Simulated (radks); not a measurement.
Task: Ir+, configuration [Xe] 4f13 5d7 6s1 6p1 (not the ground configuration). Method: Dirac Kohn-Sham, PBE, spin-unpolarised, spherical densities, point nucleus; open shells fill j = l - 1/2 first; computed with a radial shooting solver on a logarithmic mesh with Libxc functionals.

Spin-orbit splittings of the eigenvalues, e(l+1/2) - e(l-1/2), with zeta = 2 splitting/(2l+1) and mean radii in bohr:

| shell | occ. | splitting (eV) | zeta (eV) | <r> j=l-1/2 | <r> j=l+1/2 |
|---|---|---|---|---|---|
| 2p | 6 | 1628 | 1085 | 0.06017 | 0.06849 |
| 3p | 6 | 356.3 | 237.6 | 0.1801 | 0.1954 |
| 3d | 10 | ? | ? | 0.1705 | 0.1752 |
| 4p | 6 | 84.84 | 56.56 | 0.4256 | 0.4589 |
| 4d | 10 | 15.82 | 6.330 | 0.4694 | 0.4805 |
| 4f | 13 | 3.229 | 0.9224 | 0.5201 | 0.5271 |
| 5p | 6 | 14.36 | 9.572 | 1.044 | 1.138 |
| 5d | 7 | 1.496 | 0.5982 | 1.523 | 1.577 |
| 6p | 1 | 1.211 | 0.8076 | 3.182 | 3.500 |

Estimate the 3d splitting.

Result: 76.96 eV (zeta = 30.79 eV).
